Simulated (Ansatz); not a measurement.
Isomers of C₄H₁₁B, relaxed with PBE0-D4/def2-TZVP in Ansatz; electronic energies, one conformer each and not always the lowest. Functionals use def2-TZVPP; CBS adds triple-zeta CCSD(T) − MP2 to the MP2 limit of def2-TZVPP and def2-QZVPP.

Task: Order them by energy at frozen-core CCSD(T)/CBS, lowest first. (An estimate is asked.)
A. `BC(C)(C)C`
B. `CBC(C)C`
C. `BCC(C)C`

Result: B (0.0 kJ/mol), C (38.6 kJ/mol), A (46.4 kJ/mol).

Task: How do B3LYP, ωB97M-V, MP2/CBS(def2), PBE-D4 place them (kJ/mol, against `CBC(C)C`)? (An estimate is asked.)

Result: Computed: 
```json
{"isomer": "`BC(C)(C)C`", "B3LYP": "57.0", "ωB97M-V": "50.1", "MP2/CBS(def2)": "43.6", "PBE-D4": "53.7"}
{"isomer": "`BCC(C)C`", "B3LYP": "43.4", "ωB97M-V": "41.0", "MP2/CBS(def2)": "38.4", "PBE-D4": "45.1"}
```

B3LYP here is the variant with VWN-RPA as its local correlation; programs differ in this.
